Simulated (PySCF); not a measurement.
**Electron correlation in Ne²⁺ (neon, charge +2)**

[He] 2s2 2p3 3s1, high-spin 5S determinant (an excited configuration). Calculation: PySCF 2.14, in aug-cc-pVQZ with one added diffuse shell each of s, p, d, f, g type (7s6p5d4f3g, 105 functions); no relativity, point nucleus. Frozen: 1s2; 6 electrons correlated.

MP2 pair energies summed by pair of shells (mhartree):

| pair | energy | share (%) |
| --- | --- | --- |
| 2s-2p | -73.75 | 59.1 |
| 2p-2p | -25.69 | 20.6 |
| 2s-2s | -11.19 | 9.0 |
| 2s-3s | -8.10 | 6.5 |
| 2p-3s | -6.12 | 4.9 |

Total MP2 correlation energy: -124.85 mhartree.

Same-spin part -38.24 and opposite-spin part -86.61 mhartree; SCS-MP2 scales them by 1/3 and 6/5 to -116.68 mhartree.
